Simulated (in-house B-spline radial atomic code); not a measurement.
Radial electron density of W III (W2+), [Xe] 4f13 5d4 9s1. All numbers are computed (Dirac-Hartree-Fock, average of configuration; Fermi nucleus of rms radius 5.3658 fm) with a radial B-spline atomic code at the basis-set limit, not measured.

Columns: r (bohr), 4πr²n(r) (electrons per bohr), bar.

```
0.000587    3.383 #
 0.00076    5.107 ##
0.000984    7.645 ###
 0.00127    11.27 ####
 0.00165    16.57 #####
 0.00214    23.88 ########
 0.00277     33.6 ###########
 0.00358     45.9 ###############
 0.00464    60.74 ####################
 0.00601    76.77 #########################
 0.00778    91.62 ##############################
  0.0101    102.1 ##################################
  0.0131    104.9 ##################################
  0.0169    100.3 #################################
  0.0219    93.71 ###############################
  0.0283    94.95 ###############################
  0.0367    110.1 ####################################
  0.0475      130 ###########################################
  0.0616      134 ############################################
  0.0797    116.5 ######################################
   0.103    104.7 ##################################
   0.134    118.1 #######################################
   0.173    121.2 ########################################
   0.224    87.32 #############################
    0.29     63.1 #####################
   0.376     73.3 ########################
   0.487    69.64 #######################
    0.63    42.25 ##############
   0.816    22.95 ########
    1.06    15.86 #####
    1.37    10.13 ###
    1.77     4.74 ##
     2.3    1.597 #
    2.97   0.3909 
    3.85  0.08127 
    4.98  0.02946 
    6.46 0.004979 
    8.36  0.05704 
    10.8 0.0005434 
      14  0.09492 
    18.2  0.08189 
    23.5 0.008809 
    30.4 0.0001186 
    39.4 1.307e-07 
    51.1 6.625e-12
```

On this grid the curve has 6 maxima, near 0.0131, 0.0616, 0.173, 0.376, 8.36, 14 bohr.

The 9s1/2 radial function P(r) = rR(r), positive near the nucleus, with its small component Q(r) (sign convention: Q ≈ (P' + κP/r)/2c):

```json
{"r (bohr)": "0.00027", "P": "0.002017", "Q": "-0.0005531"}
{"r (bohr)": "0.000453", "P": "0.003085", "Q": "-0.0008872"}
{"r (bohr)": "0.00076", "P": "0.004656", "Q": "-0.001374"}
{"r (bohr)": "0.00127", "P": "0.006875", "Q": "-0.002071"}
{"r (bohr)": "0.00214", "P": "0.009892", "Q": "-0.003064"}
{"r (bohr)": "0.00358", "P": "0.0134", "Q": "-0.004342"}
{"r (bohr)": "0.00601", "P": "0.01638", "Q": "-0.005794"}
{"r (bohr)": "0.0101", "P": "0.01608", "Q": "-0.006914"}
{"r (bohr)": "0.0169", "P": "0.007998", "Q": "-0.006651"}
{"r (bohr)": "0.0367", "P": "-0.02032", "Q": "-0.001298"}
{"r (bohr)": "0.0616", "P": "-0.02295", "Q": "0.003393"}
{"r (bohr)": "0.103", "P": "0.01612", "Q": "0.002771"}
{"r (bohr)": "0.173", "P": "0.03269", "Q": "-0.002175"}
{"r (bohr)": "0.29", "P": "-0.04134", "Q": "-0.001116"}
{"r (bohr)": "0.487", "P": "-0.0133", "Q": "0.001881"}
{"r (bohr)": "0.816", "P": "0.08718", "Q": "-0.0003693"}
{"r (bohr)": "1.37", "P": "-0.04507", "Q": "-0.0009396"}
{"r (bohr)": "2.3", "P": "-0.1248", "Q": "0.000607"}
{"r (bohr)": "3.85", "P": "0.157", "Q": "0.0002709"}
{"r (bohr)": "6.46", "P": "-0.06995", "Q": "-0.0005629"}
{"r (bohr)": "10.8", "P": "-0.02331", "Q": "0.0004964"}
{"r (bohr)": "18.2", "P": "0.2862", "Q": "-0.0001988"}
{"r (bohr)": "30.4", "P": "0.01089", "Q": "-1.513e-05"}
```
